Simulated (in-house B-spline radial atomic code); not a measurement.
Spin-orbit splittings of orbital energies (j = l + 1/2 less j = l - 1/2) and ratios of mean radii (lower j over upper j) along the 18-electron series, configuration [Ne] 3s2 3p6. Computed with a B-spline radial code for spherical atoms: Dirac-Hartree-Fock, average of the configuration, finite nuclei.

| ion | Z | splitting of 2p (eV) | radius ratio of 2p | splitting of 3p (eV) | radius ratio of 3p |
| --- | --- | --- | --- | --- | --- |
| Ni10+ | 28 | 17.743 | 0.98567 | 3.0572 | 0.99128 |
| Cu11+ | 29 | 20.79 | 0.98463 | 3.6875 | 0.99072 |
| Zn12+ | 30 | 24.22 | 0.98355 | 4.4095 | 0.99014 |
| Ga13+ | 31 | 28.067 | 0.98244 | 5.2318 | 0.98954 |
| Ge14+ | 32 | 32.363 | 0.98128 | 6.1633 | 0.98891 |
| As15+ | 33 | 37.144 | 0.98009 | 7.2135 | 0.98825 |
| Se16+ | 34 | 42.448 | 0.97885 | 8.3925 | 0.98757 |
| Br17+ | 35 | 48.311 | 0.97758 | 9.7107 | 0.98686 |
| Kr18+ | 36 | 54.776 | 0.97626 | 11.179 | 0.98613 |
| Rb19+ | 37 | 61.885 | 0.9749 | 12.809 | 0.98538 |
| Sr20+ | 38 | 69.68 | 0.9735 | 14.612 | 0.9846 |
| Zr22+ | 40 | 87.518 | 0.97058 | 18.79 | 0.98297 |
| Nb23+ | 41 | 97.658 | 0.96905 | 21.191 | 0.98211 |
| Mo24+ | 42 | 108.68 | 0.96748 | 23.819 | 0.98123 |
| Tc25+ | 43 | 120.64 | 0.96587 | 26.688 | 0.98033 |
| Ru26+ | 44 | 133.59 | 0.96422 | 29.815 | 0.9794 |
| Rh27+ | 45 | 147.59 | 0.96252 | 33.215 | 0.97844 |
| Pd28+ | 46 | 162.71 | 0.96078 | 36.905 | 0.97746 |
| Ag29+ | 47 | 179 | 0.95899 | 40.902 | 0.97645 |
| Cd30+ | 48 | 196.52 | 0.95715 | 45.225 | 0.97541 |
| In31+ | 49 | 215.36 | 0.95528 | 49.892 | 0.97435 |

Problem. With what power of Z does the column «splitting of 2p (eV)» change over this range?

Solution. A fit of the logarithm of its size against log Z from Z = 28 to 49 has slope 4.46. An unscreened hydrogenic electron would give 4 at low Z; screening makes the apparent power larger near the neutral end, and relativity raises it again at high Z.
